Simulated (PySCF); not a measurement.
ECD: `InChI=1S/C5H7NSi2/c1-2-5-7-4-8(5)3-6/h1,5,8H,4,7H2/t5-,8+/m1/s1`

Cartesian coordinates in Å; atom numbers follow the order of the lines, from 1:
```xyz
15

C     2.680   -1.285   -0.666
C     1.597   -1.091   -0.190
C     0.298   -0.824    0.345
Si   -1.218   -1.056   -0.848
C    -1.779    0.710   -0.328
Si   -0.166    1.028    0.654
C     0.958    2.178   -0.289
N     1.636    2.894   -0.873
H     3.629   -1.465   -1.072
H     0.175   -1.410    1.260
H    -0.837   -1.172   -2.252
H    -2.121   -2.136   -0.445
H    -2.672    0.722    0.292
H    -1.964    1.397   -1.149
H    -0.220    1.517    2.033
```

Computed, not measured: PySCF 2.14.0, TDDFT B3LYP/aug-cc-pVDZ circular dichroism and optical rotation, one conformer, gas phase. Geometry: GFN2-xTB.

Q: What are the CIP labels of the stereocentres?

A: C3 R, Si6 S.

Q: List the lowest 8 singlet excitations with oscillator and rotatory strengths.

A: Rotatory strengths R in 10⁻⁴⁰ esu² cm², velocity form and length form (origin at the centre of mass); f in length form.
```csv
state,E (eV),λ (nm),f,R (velocity),R (length),main
1,4.82,257,0.013,-2.4,-2.5,HOMO→LUMO 0.98
2,5.12,242,0.0008,-5.5,-5.2,HOMO−1→LUMO 0.99
3,5.34,232,0.003,+10.5,+10.3,HOMO→LUMO+1 0.96
4,5.65,220,0.001,-2.0,-2.1,HOMO−1→LUMO+1 0.92
5,5.99,207,0.026,-11.1,-11.1,"HOMO→LUMO+2 0.51, HOMO−1→LUMO+2 0.20"
6,6.03,205,0.0002,-1.0,-1.4,"HOMO→LUMO+3 0.44, HOMO−1→LUMO+2 0.35"
7,6.10,203,0.062,0.0,+0.4,"HOMO→LUMO+3 0.40, HOMO−1→LUMO+2 0.21"
8,6.21,200,0.030,+13.2,+12.2,"HOMO−2→LUMO 0.74, HOMO→LUMO+4 0.10"
```

Among the states computed, the strongest CD band (largest |R|) is state 8. The largest dissymmetry factor in size, g = 4R/(D+G), with D and G the electric and magnetic dipole strengths, is -0.078 for state 6 (velocity form, f = 0.0001), among bands with |R| over 0.5. The mirror image has the same energies and oscillator strengths and all R with the opposite sign.
